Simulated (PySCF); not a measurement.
2-chlorocyclopenta-1,3-diene (C5H5Cl), SMILES ClC1=CCC=C1.

Coordinates come from a PBE0-D3(BJ)/def2-SVP optimisation. The values are those of a single conformer.

Calculation: PBE0-D3(BJ)/def2-SVP in PySCF.

Frequencies are harmonic and unscaled.

```csv
mode,ν (cm⁻¹),IR (km/mol),Raman (Å⁴/amu),depolarisation,moving atoms (share of kinetic energy)
1,215,3.5,0.6,0.75,"C 62 %, H 26 %, Cl 12 %"
2,301,0.2,1.5,0.69,"C 62 %, Cl 23 %, H 14 %"
3,357,5.4,1.5,0.75,"H 54 %, C 45 %"
4,478,4.8,5.8,0.33,"Cl 58 %, C 37 %"
5,593,15.2,0.1,0.75,"C 65 %, H 35 %"
6,702,7.7,4.2,0.75,"H 76 %, C 24 %"
7,761,25.0,0.2,0.75,"H 69 %, C 31 %"
8,811,3.2,2.1,0.67,"C 88 %, H 12 %"
9,883,45.7,5.9,0.18,"C 81 %, H 16 %"
10,907,22.8,3.5,0.75,"C 52 %, H 48 %"
11,953,5.1,6.3,0.35,"C 54 %, H 46 %"
12,960,0.0,0.6,0.75,"H 76 %, C 24 %"
13,998,11.3,6.6,0.71,"H 68 %, C 32 %"
14,1077,3.3,6.9,0.75,"H 84 %, C 15 %"
15,1107,0.1,8.0,0.75,"H 87 %, C 13 %"
16,1160,34.3,16.8,0.38,"C 67 %, H 31 %"
17,1227,2.0,2.1,0.11,"H 73 %, C 27 %"
18,1304,10.3,2.2,0.75,"C 75 %, H 25 %"
19,1368,33.1,29.3,0.41,"H 86 %, C 14 %"
20,1397,13.2,13.2,0.71,"C 61 %, H 39 %"
21,1605,4.0,57.5,0.14,C 93 %
22,1676,33.5,3.1,0.70,C 93 %
23,3048,3.3,220.1,0.15,H 94 %
24,3090,1.3,131.4,0.75,"H 91 %, C 9 %"
25,3243,0.1,76.6,0.71,"H 92 %, C 8 %"
26,3265,2.1,110.1,0.11,"H 90 %, C 10 %"
27,3270,0.5,105.4,0.25,"H 91 %, C 9 %"
```
